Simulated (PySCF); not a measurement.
## C₆ coefficients of unlike pairs at PBE0

Calculated with PySCF 2.14 from the dipole response of each species, C₆(A,B) = (3/π) ∫ α_A(iu) α_B(iu) du, in atomic units, from isotropic polarisabilities. For ions this is the dispersion term alone; charge-induced terms of lower order in 1/R come first.

| species | configuration | basis | relativity | α (bohr³) | C₆ (like pair) |
| --- | --- | --- | --- | --- | --- |
| Cl(2+) | [Ne] 3s2 3p3 (4S) | aug-cc-pwCVDZ (6s5p3d) | none | 5.902 | 21.20 |
| Zr | [Kr] 4d2 5s2 (3F) | def2-QZVPPD with the def2 core potential (28 electrons) (7s5p4d3f2g) | core potential | 124.8 | 1737 |
| V+ | [Ar] 3d4 (5D) | def2-TZVPPD (6s6p4d2f1g) | none | 13.56 | 42.70 |
| Ne+ | [He] 2s2 2p5 (2P) | aug-cc-pwCVQZ (9s8p6d4f2g) | none | 1.350 | 2.367 |

Estimate C₆ for Ne+ with Cl(2+).

The integral gives 6.605. The combination rule 2 C_A C_B / (C_A α_B/α_A + C_B α_A/α_B) gives 6.604 and the geometric mean 7.083.

No spin-orbit coupling is included.

The other pairs:

| pair | C₆ |
| --- | --- |
| V+, Zr | 248.3 |
| Ne+, V+ | 8.834 |
| V+, Cl(2+) | 28.85 |
| Ne+, Zr | 39.26 |
| Zr, Cl(2+) | 149.9 |
